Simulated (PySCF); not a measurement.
Geometries of 2 isomers of C2H8ClPSn, from PySCF, PBE0-D3(BJ)/def2-SVP geometry optimisation, gas phase, def2 core potentials past Kr. One conformer each, no zero-point energy, no frequencies.

Task: Which is lower in electronic energy at this level?
A.
```xyz
13
angstrom
P      2.838    0.086   -0.624
Sn     0.717   -1.200   -0.204
C     -0.805   -0.002    0.791
C     -1.753    0.687   -0.159
Cl    -0.885    1.716   -1.350
H      2.115    1.287   -0.899
H      2.989    0.401    0.763
H      1.106   -2.535    0.810
H      0.085   -1.791   -1.687
H     -1.378   -0.663    1.462
H     -0.282    0.735    1.420
H     -2.453    1.358    0.362
H     -2.342   -0.030   -0.749
```
B.
```xyz
13
angstrom
C     -1.076   -1.258   -0.267
C     -0.865   -0.276    0.873
Sn     0.402    1.378    0.315
P      2.605    0.731   -0.718
Cl    -0.726    2.414   -1.492
H     -1.542   -0.769   -1.136
H     -1.732   -2.089    0.038
H     -0.126   -1.700   -0.608
H     -1.816    0.163    1.215
H     -0.397   -0.754    1.749
H      0.572    2.588    1.521
H      1.934   -0.078   -1.687
H      2.774   -0.367    0.186
```

Result: B. That is `[PH2][Sn@@H]([Cl])[CH2]C`, 37.1 kcal/mol below the other.

```
                  SMILES                 atoms numbered as above       E (Eh)  relative (kcal/mol)  relative (kJ/mol)  dipole (D)
C[CH2][Sn@@H]([PH2])[Cl]  [CH3:1][CH2:2][Sn@@H:3]([PH2:4])[Cl:5]  -1096.24631                  0.0                0.0        3.42
     [PH2][SnH2][CH2]CCl     [PH2:1][SnH2:2][CH2:3][CH2:4][Cl:5]  -1096.18712                 37.1              155.4        2.77
```
